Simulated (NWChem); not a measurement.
Species: C2H4Cl2; SMILES CC(Cl)Cl

Computed with NWChem. Pople sets run with spherical d functions. Structure relaxed at the PBE0/def2-SVP level. B3LYP is NWChem's, with the RPA form of VWN correlation. Total energies compare along this basis series because the functional is fixed.

```
level              basis functions  energy (Ha)  highest occupied level (eV)  orbital gap (eV)  dipole (D)
-----------------  ---------------  -----------  ---------------------------  ----------------  ----------
B3LYP/STO-3G                    32    -988.0412                        -6.68              9.53        2.41
B3LYP/3-21G                     52    -994.1801                        -8.34              8.31        2.47
B3LYP/6-31G*                    72    -999.0077                        -8.27              8.17        2.18
B3LYP/6-31+G*                   88    -999.0135                        -8.44              7.93        2.22
B3LYP/def2-SVP                  84    -998.6986                          ___               ___         ___
B3LYP/def2-SVPD                126    -998.7221                        -8.47              8.01        2.10
B3LYP/def2-TZVP                160    -999.1108                        -8.34              8.10        2.03
B3LYP/6-311++G**               132    -999.0987                        -8.45              7.90        2.18
B3LYP/aug-cc-pVTZ              284    -999.1254                        -8.42              7.85        2.08
```

Some entries are withheld; supply them.


- B3LYP/def2-SVP, highest occupied level (eV): -8.06
- B3LYP/def2-SVP, orbital gap (eV): 8.51
- B3LYP/def2-SVP, dipole (D): 1.89
